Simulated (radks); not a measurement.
Values are calculated unless marked as measured or tabulated.
Ionisation of neutral gadolinium, [Xe] 4f7 5d1 6s2, to Gd+, [Xe] 4f7 5d1 6s1, under several functionals. Scalar-relativistic Kohn-Sham, spin-unpolarised, spherical densities, point nucleus; a radial shooting solver on a logarithmic mesh with Libxc functionals. The NIST Atomic Spectra Database gives 6.150 eV (measured). Rank these functionals by the error of their Delta-SCF ionisation energy: LDA (Slater exchange, Perdew-Zunger correlation); exchange-only PBE; PBEsol; BP86; HCTH/407; OLYP; SOGGA.

Answer. From best to worst: exchange-only PBE 6.049 eV (-0.101); OLYP 6.273 eV (+0.124); SOGGA 6.568 eV (+0.419); HCTH/407 6.599 eV (+0.449); PBEsol 6.674 eV (+0.524); BP86 6.819 eV (+0.669); LDA (Slater exchange, Perdew-Zunger correlation) 6.856 eV (+0.706). Spin polarisation and multiplet splitting are left out, so open shells lie too high by an amount that depends on their filling. Spin-orbit splitting is averaged out at the scalar-relativistic level.

Beside tabulated values, note that spin-unpolarised runs miss the spin-polarisation part of the exchange energy of open shells.
